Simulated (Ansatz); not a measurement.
Relaxation of Mg₅⁻ with UKS B3LYP/def2-SVPD.

```sh
$ ansatz run in.yaml --threads 4 --pin off --events-out ev --progress --plain --max-ram 3916MiB
```

```yaml
crystal:
  periodic: [false, false, false]
  atoms:
    - {symbol: Mg, position_ang: [0.941920, 1.183880, -0.594530]}
    - {symbol: Mg, position_ang: [-1.047560, 3.111960, 0.672970]}
    - {symbol: Mg, position_ang: [-0.320620, -2.719640, 0.183670]}
    - {symbol: Mg, position_ang: [-1.635270, 0.183560, 1.092040]}
    - {symbol: Mg, position_ang: [2.061530, -1.759750, -1.354140]}
basis:
  gaussian: {orbitals: def2-SVPD}
total_charge: -1
magnetization: {spin_polarized: true, initial_magnetization: 1}
hamiltonian: {xc: {name: B3LYP}}
scf: {omitted_lower_state_checks: [starts]}
output: {orbitals: {seedname: orbitals}}
relax: {f_tol: 0.02, max_steps: 100}
```

Hardware: 4 threads of Arm Neoverse V2 on a shared host. Wall time 44 s.

Positions (Å) and forces (eV/Å) at steps 1, 2, 3, 4, 7 of 7:

```xyz
5
step=1 energy=-27215.4111 eV
Mg    0.942    1.184   -0.595    0.037   -0.085   -0.025
Mg   -1.048    3.112    0.673   -0.005    0.119    0.002
Mg   -0.321   -2.720    0.184   -0.211   -0.019    0.136
Mg   -1.635    0.184    1.092   -0.056   -0.109    0.038
Mg    2.062   -1.760   -1.354    0.235    0.094   -0.152
5
step=2 energy=-27215.4360 eV
Mg    0.928    1.137   -0.586    0.008   -0.091   -0.007
Mg   -1.041    3.122    0.668   -0.001    0.097    0.000
Mg   -0.329   -2.683    0.189   -0.129    0.009    0.083
Mg   -1.674    0.186    1.118   -0.051   -0.068    0.035
Mg    2.116   -1.762   -1.389    0.172    0.053   -0.111
5
step=3 energy=-27215.5007 eV
Mg    0.858    0.960   -0.545   -0.056   -0.144    0.035
Mg   -1.014    3.144    0.651    0.007    0.080   -0.006
Mg   -0.316   -2.526    0.181    0.013    0.062   -0.008
Mg   -1.810    0.212    1.210   -0.028   -0.009    0.020
Mg    2.282   -1.791   -1.497    0.063    0.011   -0.040
5
step=4 energy=-27215.5524 eV
Mg    0.767    0.791   -0.489   -0.054   -0.128    0.034
Mg   -0.966    3.162    0.621    0.001    0.082   -0.001
Mg   -0.280   -2.408    0.160    0.043    0.047   -0.028
Mg   -1.888    0.230    1.261   -0.032    0.008    0.023
Mg    2.368   -1.776   -1.553    0.042   -0.009   -0.027
5
step=7 energy=-27215.5860 eV
Mg    0.625    0.591   -0.402    0.000    0.013    0.000
Mg   -0.898    3.267    0.580    0.009    0.003   -0.006
Mg   -0.215   -2.397    0.123   -0.008   -0.003    0.005
Mg   -1.994    0.280    1.328    0.000   -0.017    0.000
Mg    2.482   -1.741   -1.629   -0.001    0.004    0.001
```

The structure comes from a short search, and lower isomers may exist.
